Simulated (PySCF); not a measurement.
# BeP⁺: energy against distance

Set-up: Be cc-pVDZ, P cc-pV(D+d)Z; no relativity (PySCF 2.14). Energies in eV from Be⁺ + P in their ground configurations at the same level. State: ³Σ⁻ (triplet), unpaired electrons π ↑↑.

All columns are PBE0. A positive dipole points towards P; it is taken about the centre of mass and depends on that origin.

```json
{"R (Å)": "1.741", "E (eV)": "-1.982", "μ (D)": "-5.98", "Mulliken charge on Be (basis-dependent)": "0.48", "HOMO (eV)": "-14.28", "LUMO (eV)": "-10.24", "Mayer bond order": "1.81", "⟨S²⟩": "2.01"}
{"R (Å)": "1.822", "E (eV)": "-2.363", "μ (D)": "-6.20", "Mulliken charge on Be (basis-dependent)": "0.53", "HOMO (eV)": "-14.10", "LUMO (eV)": "-10.04", "Mayer bond order": "1.75", "⟨S²⟩": "2.01"}
{"R (Å)": "1.903", "E (eV)": "-2.571", "μ (D)": "-6.39", "Mulliken charge on Be (basis-dependent)": "0.57", "HOMO (eV)": "-13.89", "LUMO (eV)": "-9.85", "Mayer bond order": "1.68", "⟨S²⟩": "2.01"}
{"R (Å)": "1.963", "E (eV)": "-2.644", "μ (D)": "-6.52", "Mulliken charge on Be (basis-dependent)": "0.60", "HOMO (eV)": "-13.76", "LUMO (eV)": "-9.86", "Mayer bond order": "1.62", "⟨S²⟩": "2.01"}
{"R (Å)": "2.024", "E (eV)": "-2.664", "μ (D)": "-6.63", "Mulliken charge on Be (basis-dependent)": "0.62", "HOMO (eV)": "-13.64", "LUMO (eV)": "-9.88", "Mayer bond order": "1.57", "⟨S²⟩": "2.01"}
{"R (Å)": "2.085", "E (eV)": "-2.643", "μ (D)": "-6.72", "Mulliken charge on Be (basis-dependent)": "0.64", "HOMO (eV)": "-13.54", "LUMO (eV)": "-9.89", "Mayer bond order": "1.51", "⟨S²⟩": "2.01"}
{"R (Å)": "2.166", "E (eV)": "-2.570", "μ (D)": "-6.79", "Mulliken charge on Be (basis-dependent)": "0.66", "HOMO (eV)": "-13.44", "LUMO (eV)": "-9.95", "Mayer bond order": "1.42", "⟨S²⟩": "2.02"}
{"R (Å)": "2.267", "E (eV)": "-2.434", "μ (D)": "-6.80", "Mulliken charge on Be (basis-dependent)": "0.68", "HOMO (eV)": "-13.36", "LUMO (eV)": "-10.05", "Mayer bond order": "1.31", "⟨S²⟩": "2.05"}
{"R (Å)": "2.388", "E (eV)": "-2.238", "μ (D)": "-6.74", "Mulliken charge on Be (basis-dependent)": "0.69", "HOMO (eV)": "-13.31", "LUMO (eV)": "-10.09", "Mayer bond order": "1.17", "⟨S²⟩": "2.10"}
{"R (Å)": "2.550", "E (eV)": "-1.962", "μ (D)": "-6.64", "Mulliken charge on Be (basis-dependent)": "0.69", "HOMO (eV)": "-13.28", "LUMO (eV)": "-10.03", "Mayer bond order": "0.99", "⟨S²⟩": "2.20"}
```

A fit through these points gives, at Re = 2.020 Å, μ = -6.62 D and dμ/dR = -1.64 D/Å; the reduced mass is 6.981 u.

Q: How strong is the fundamental in the double-harmonic approximation, I = 42.26·(dμ/dR)²/μred km/mol?

A: I = 42.26·(-1.64)²/6.981 = 16.3 km/mol at PBE0.

⟨S²⟩ of the unrestricted solution departs from its pure value on part of the curve, where spin states mix. For an ion De counts to the pair picked by the measured ionisation energies or electron affinities, which need not be the lowest pair at this level. The state is the lowest determinant that a PBE0 search found; another state may lie lower at other levels.
